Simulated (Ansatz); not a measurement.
Program: Ansatz. Geometries: PBE0-D4/def2-TZVP. ΔE: electronic, gas phase. CBS: MP2 limit from def2 TZ/QZ plus the TZ coupled-cluster correction, frozen cores. This one scheme is used for every species, atoms too. Functionals use def2-TZVPP. B3LYP here is the variant with VWN-RPA as its local correlation; programs differ in this. HSE06 is defined as in plane-wave codes. No spin–orbit coupling; open shells (•) take unrestricted orbitals. Spin–orbit coupling would lower the free atoms: a little for F, O, Si. Bonds to Mg are less sure, by a few kJ/mol each and by 10 to 20 or more in all where they break to atoms, as the def2 sets lack core-valence functions. Each species was taken in one conformer, which may not be the lowest.

Consider the atomization: `[F][Mg][O][SiH3]` → F• + 3 H• + Mg (atom) + O• + Si•.

| level | ΔE (kcal/mol) | difference from CCSD(T)/CBS |
| --- | --- | --- |
| B3LYP-D4 | 554.2 | -12.7 |
| r2SCAN0-D4 | 548.6 | -18.3 |
| HSE06-D4 | 545.2 | -21.7 |
| LC-ωPBE | 557.8 | -9.1 |
| HF/def2-SVP | 411.7 | -155.2 |
| SCS-MP2/def2-TZVPP | 557.2 | -9.7 |
| CCSD/def2-TZVPP | 537.4 | -29.5 |
| MP2/def2-QZVPP | 575.5 | 8.6 |
| HF/CBS(def2) | 417.9 | -149.0 |
| CCSD/CBS(def2) | 560.1 | -6.8 |
| CCSD(T)/CBS | 566.9 | 0 |

Largest T1 diagnostic among the species: 0.012.

The D4 term adds +4.2 kcal/mol with B3LYP and +2.2 kcal/mol with PBE0; it sums over pairs of atoms, weighted by their polarisabilities, and B3LYP, whose exchange is more repulsive, gets the larger term. At CCSD(T), def2-SVP lies −45.2 kcal/mol from the extrapolated value and def2-TZVPP −22.7 kcal/mol: correlation converges slowly with the basis, and small sets miss more of it in the bonded molecule than in its fragments. From r2SCAN to r2SCAN0 (25 % exact exchange), in def2-TZVPP and without D4, ΔE moves by −12.7 kcal/mol: exact exchange takes away binding that semilocal exchange gives to molecules.

For atomizations the MP2-based limit and the directly extrapolated one differ by several kJ/mol either way, and by 10 to 25 for some Ge, Se and Sn compounds, so smaller differences from it don't rank the levels.
